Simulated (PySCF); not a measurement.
r2SCAN on Sc (scandium, neutral), [Ar] 3d1 4s2, 2D determinant. All numbers are calculated (PySCF 2.14, the non-relativistic Hamiltonian (point nucleus), in aug-cc-pVTZ).

```
cycle= 1 E= -760.574528138784  delta_E= -0.00875  |g|= 0.02  |ddm|= 1.84
cycle= 2 E= -760.577271491145  delta_E= -0.00274  |g|= 0.0179  |ddm|= 0.325
cycle= 3 E= -760.578974244048  delta_E= -0.0017  |g|= 0.0152  |ddm|= 0.232
cycle= 4 E= -760.579925617937  delta_E= -0.000951  |g|= 0.0217  |ddm|= 0.45
cycle= 5 E= -760.580164106512  delta_E= -0.000238  |g|= 0.00433  |ddm|= 0.149
cycle= 6 E= -760.580142337919  delta_E= 2.18e-05  |g|= 0.00518  |ddm|= 0.0875
cycle= 7 E= -760.58019286083  delta_E= -5.05e-05  |g|= 0.000425  |ddm|= 0.0781
cycle= 8 E= -760.580193141473  delta_E= -2.81e-07  |g|= 0.000481  |ddm|= 0.00798
cycle= 9 E= -760.580193459929  delta_E= -3.18e-07  |g|= 2.77e-05  |ddm|= 0.00448
cycle= 10 E= -760.580193463698  delta_E= -3.77e-09  |g|= 5.75e-06  |ddm|= 0.000604
cycle= 11 E= -760.580193463799  delta_E= -1.01e-10  |g|= 7.71e-07  |ddm|= 0.000193
converged SCF energy = -760.580193463799  <S^2> = 1.2489122  2S+1 = 2.4486014
```

Highest occupied orbital energy: -3.719 eV; ⟨L²⟩ = 7.78; populations by l: s 7.71, p 12.00, d 1.29, f 0.00.

Problem. Can this result be used?

Solution. Not for this state. Self-consistency was reached. ⟨L²⟩ = 7.78 against 6 for a pure D term, so this real determinant mixes terms. ⟨S²⟩ = 1.25 against 0.75 shows spin contamination. The s, p, d and f populations moved away from the nominal configuration during the SCF.
